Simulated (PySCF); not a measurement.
PySCF 2.14 output of an unrestricted B3LYP calculation on a single atom or ion in def2-TZVP (5s5p2d1f, 37 functions), with no relativity, point nucleus:

```
SCF conv_tol = 1e-09
number electrons alpha = 9  beta = 8
    P. J. Stephens, F. J. Devlin, C. F. Chabalowski, and M. J. Frisch.,  J. Phys. Chem. 98, 11623 (1994)
cycle= 1 E= -526.969803958764  delta_E= -0.00913  |g|= 0.0182  |ddm|= 0.083
cycle= 2 E= -526.969930625785  delta_E= -0.000127  |g|= 0.00899  |ddm|= 0.0231
cycle= 3 E= -526.969952009998  delta_E= -2.14e-05  |g|= 0.00171  |ddm|= 0.0078
cycle= 4 E= -526.969952735073  delta_E= -7.25e-07  |g|= 0.000227  |ddm|= 0.000886
cycle= 5 E= -526.969952760004  delta_E= -2.49e-08  |g|= 1.42e-05  |ddm|= 0.000245
cycle= 6 E= -526.969952760094  delta_E= -9.06e-11  |g|= 1.27e-06  |ddm|= 1.62e-05
converged SCF energy = -526.969952760094  <S^2> = 0.75288011  2S+1 = 2.002878
```

The run itself started from symmetry-adapted Hartree-Fock orbitals and held the occupation by maximum overlap, on a logarithmic radial grid, so the iterations belong to that start.

Problem. Which element, charge and spin multiplicity is this?

Solution. Ar⁺ (argon, charge +1), multiplicity 2; the state was [Ne] 3s2 3p5, 2P determinant.
